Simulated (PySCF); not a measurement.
Levels of Re⁴⁴⁺ from EOM-EA-GCCSD

Reference: closed-shell Re⁴⁵⁺, [Ar] 3d10 4s2; one electron is added. Calculated with PySCF 2.14, two-component X2C-1e with screened spin-orbit coupling, an even-tempered Gaussian basis (18 s from 2.6 bohr⁻², ratio 2.6; 15 p from 3.3 bohr⁻², ratio 2.6; 10 d from 3.3 bohr⁻², ratio 2.6; 6 f from 3.4 bohr⁻², ratio 2.8); frozen [Ar]; the 92 highest virtual spinors dropped; of the others 68 kept and the rest restored at second order. No Breit or QED terms. Binding energies in eV.

| level | Koopmans | second order | EOM-CCSD |
| --- | --- | --- | --- |
| 4p1/2 | 2301.6 | 2303.2 | 2303.0 |
| 4p3/2 | 2195.1 | 2197.0 | 2197.0 |

For comparison, the ionisation energy of Re⁴⁴⁺ is 2302 ± 4 eV (theoretical estimate listed by NIST; NIST Atomic Spectra Database, ionization energies).
